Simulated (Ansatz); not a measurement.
# Abstraction of H: SiH2(SiH3)Cl + C2H4ClSi → SiH2(SiH2)Cl + C2H5ClSi

Species: SiH2(SiH3)Cl, singlet; C2H4ClSi `C=C[SiH]Cl`, doublet; SiH2(SiH2)Cl, doublet; C2H5ClSi `C=C[SiH2]Cl`, singlet. A radical takes H: the energy is the difference in strength between two Si–H bonds in different surroundings.

Shapes, held fixed at every level: PBE0-D4/def2-TZVP. Flexible molecules stand in one conformer, not always the lowest. Programs: Ansatz 0.2.0. The zero-point and thermal change to 298 K, harmonic and unscaled (PBE0-D4/def2-TZVP), is +0.3 kJ/mol.

```json
{"level": "wB97M-V/def2-TZVPP", "kind": "range-separated hybrid", "ΔH(298 K) (kJ/mol)": "-10.6", "less CCSD(T)/CBS estimate": "+1.8"}
{"level": "B2PLYP/def2-TZVPP", "kind": "double hybrid", "ΔH(298 K) (kJ/mol)": "-8.1", "less CCSD(T)/CBS estimate": "+4.3"}
{"level": "MP2/def2-SVP", "kind": "perturbation theory", "ΔH(298 K) (kJ/mol)": "-29.7", "less CCSD(T)/CBS estimate": "-17.3"}
{"level": "CCSD(T)/def2-SVP", "kind": "coupled cluster or CI", "ΔH(298 K) (kJ/mol)": "-12.4", "less CCSD(T)/CBS estimate": "0.0"}
{"level": "CCSD(T)/def2-TZVPP", "kind": "coupled cluster or CI", "ΔH(298 K) (kJ/mol)": "-12.5", "less CCSD(T)/CBS estimate": "-0.1"}
{"level": "CCSD/def2-TZVPP", "kind": "coupled cluster or CI", "ΔH(298 K) (kJ/mol)": "-13.2", "less CCSD(T)/CBS estimate": "-0.8"}
{"level": "CCSD(T)/CBS estimate", "kind": "coupled cluster or CI", "ΔH(298 K) (kJ/mol)": "-12.4", "less CCSD(T)/CBS estimate": "0.0"}
```

The highest level, CCSD(T)/CBS estimate, gives ΔH(298 K) = -12.4 kJ/mol; the levels span -29.7 to -8.1. The column of differences is taken from that level and isn't an error. No measured value is set beside it here. Spin contamination: C2H4ClSi (⟨S²⟩ up to 0.87). Open shells run unrestricted unless RO is named. The CBS estimate extrapolates MP2 from def2-TZVPP and def2-QZVPP and adds CCSD(T) − MP2 in the triple-zeta set, cores frozen.
